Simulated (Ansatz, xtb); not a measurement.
**Ranking isomers of CH3ClF2Si**

3 gas-phase structures of CH3ClF2Si, found in a search over its isomers (lower ones may exist). Each was relaxed with GFN2-xTB; where two conformers were screened, the lower at r2SCAN-D4/def2-SVP is listed:

A. `FC[Si@H](F)Cl`, a singlet
B. `C[Si](F)(F)Cl`, a singlet
C. `F[SiH](F)CCl`, a singlet

**Question.** Which do you expect lowest at r2SCAN-D4/def2-SVP, and how would the others follow?

**Answer.** Calculated order at r2SCAN-D4/def2-SVP: B (0.0), C (46.6), A (63.2) kcal/mol.

Energies above the lowest of each column, in kcal/mol; the last columns are at PBE0-D3(BJ)/def2-SVP geometries and were run for some of them only (a dash: not run or not comparable):

| structure | GFN2-xTB | HF/STO-3G | r2SCAN-D4/def2-SVP | PBE0-D3(BJ)/def2-SVP | CCSD(T)/def2-SVP + ΔMP2/def2-TZVPP |
| --- | --- | --- | --- | --- | --- |
| B | 0.0 | 0.0 | 0.0 | 0.0 | 0.0 |
| C | 25.5 | 43.3 | 46.6 | 46.1 | 45.4 |
| A | 39.0 | 32.9 | 63.2 | – | – |

Every level run on B puts it lowest or level with the lowest. Flexible structures stand in one conformer each, not always the lowest. Frequencies (PBE0-D3(BJ)/def2-SVP) were run for B, C alone. ΔMP2 is the change of the MP2 energy from the smaller to the larger basis.

Programs: Ansatz 0.2.0, xtb 6.7.1.
